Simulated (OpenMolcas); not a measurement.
Cr2+ (d4) among equal point charges was computed by CASSCF with the d shell active (OpenMolcas, ANO-RCC-VDZP on the metal). Its lowest spin-free states, and all those of the highest spin:

```json
{"2S+1": "5", "Degeneracy": "1", "E (cm-1)": "0.0"}
{"2S+1": "5", "Degeneracy": "2", "E (cm-1)": "13135"}
{"2S+1": "5", "Degeneracy": "2", "E (cm-1)": "15171"}
{"2S+1": "3", "Degeneracy": "2", "E (cm-1)": "20174"}
{"2S+1": "3", "Degeneracy": "2", "E (cm-1)": "20240"}
{"2S+1": "3", "Degeneracy": "1", "E (cm-1)": "23074"}
{"2S+1": "3", "Degeneracy": "2", "E (cm-1)": "23097"}
{"2S+1": "3", "Degeneracy": "2", "E (cm-1)": "23477"}
{"2S+1": "3", "Degeneracy": "1", "E (cm-1)": "25601"}
{"2S+1": "1", "Degeneracy": "2", "E (cm-1)": "27703"}
{"2S+1": "3", "Degeneracy": "1", "E (cm-1)": "28797"}
{"2S+1": "3", "Degeneracy": "2", "E (cm-1)": "29720"}
```

Task: Is the site octahedral, tetrahedral or cube-like, axial, or of lower symmetry?

Result: The states with 2S+1 = 5 have orbital degeneracies 1, 2, 2. There are pairs but no triples, so the site is axial: not cubic, but with a proper or improper axis of order three or more. The run had Cr2+ among 5 point charges of -1.3 e arranged as a trigonal bipyramid (D3h), 1.71 Å from the ion, with the axial distance 1.522 Å. The active orbitals were held to one l.

Without dynamic correlation the repulsion within the d shell is too large (B by tens of per cent), so at a given field states of lower spin stand too high. This is an electrostatic model: the charges have no orbitals. An unlabelled pair can be two single states that coincide in this model. No measured value stands beside these numbers.
